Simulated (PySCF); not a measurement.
BrH₂MoNO₂, multiplicity 1. Atoms are numbered in the order given.

```xyz
7

Mo     0.0971     0.6825     0.0000
O      0.9035     1.1900    -1.3894
O      0.9035     1.1900     1.3894
Br    -0.0749    -1.7565     0.0000
N     -1.6613     1.4606     0.0000
H     -2.1422     1.7747    -0.8423
H     -2.1422     1.7747     0.8423
```
Charge 0, spin multiplicity 1.

Geometry: B3LYP-D3(BJ)/def2-SVP. The multiplicity is an assumed one; no other spin state was optimised. The structure was generated by enumeration; whether it is a known compound was not checked. The def2 effective core potentials stand for the cores of Mo; spin–orbit coupling is left out. One conformer was computed; it need not be the lowest.

Level of theory: TDA-CAM-B3LYP/def2-SVPD in PySCF.

Vertical excitations. The molecule is in vacuum. State labels are in the subgroup Cs.

```csv
state,symmetry,energy (eV),λ (nm),f,main pairs
S1,A",4.60,269,0.000,"HOMO−1→LUMO 49 %, HOMO→LUMO+1 35 %, HOMO−3→LUMO 8 %"
S2,A',4.60,269,0.002,"HOMO−3→LUMO+1 64 %, HOMO−1→LUMO+1 20 %, HOMO→LUMO 11 %"
S3,A",4.73,262,0.002,"HOMO−1→LUMO 46 %, HOMO→LUMO+1 36 %, HOMO−2→LUMO+1 15 %"
S4,A',4.89,254,0.076,"HOMO→LUMO 67 %, HOMO−3→LUMO+1 20 %"
S5,A",5.03,246,0.003,HOMO−3→LUMO 81 %
S6,A',5.19,239,0.032,"HOMO−2→LUMO 37 %, HOMO−1→LUMO+1 24 %, HOMO→LUMO+2 23 %, HOMO−4→LUMO 6 %"
S7,A",5.20,238,0.001,"HOMO−2→LUMO+1 64 %, HOMO→LUMO+1 26 %"
S8,A',5.29,234,0.011,"HOMO→LUMO+2 46 %, HOMO−1→LUMO+1 35 %, HOMO−3→LUMO+1 8 %"
S9,A",5.48,226,0.000,HOMO−1→LUMO+2 79 %
S10,A',5.67,219,0.041,"HOMO−2→LUMO 38 %, HOMO→LUMO+2 27 %, HOMO−1→LUMO+1 12 %, HOMO−4→LUMO+2 11 %"
T1,A',3.71,334,0,"HOMO→LUMO 71 %, HOMO−2→LUMO 25 %"
T2,A',4.21,294,0,"HOMO−3→LUMO+1 75 %, HOMO−1→LUMO+1 19 %"
T3,A",4.25,292,0,"HOMO→LUMO+1 42 %, HOMO−3→LUMO 13 %, HOMO−4→LUMO+1 13 %, HOMO−1→LUMO 11 %"
T4,A",4.39,282,0,"HOMO−1→LUMO 43 %, HOMO−3→LUMO 23 %, HOMO→LUMO+1 17 %, HOMO−2→LUMO+1 9 %"
```
Triplets are in the Tamm–Dancoff approximation.
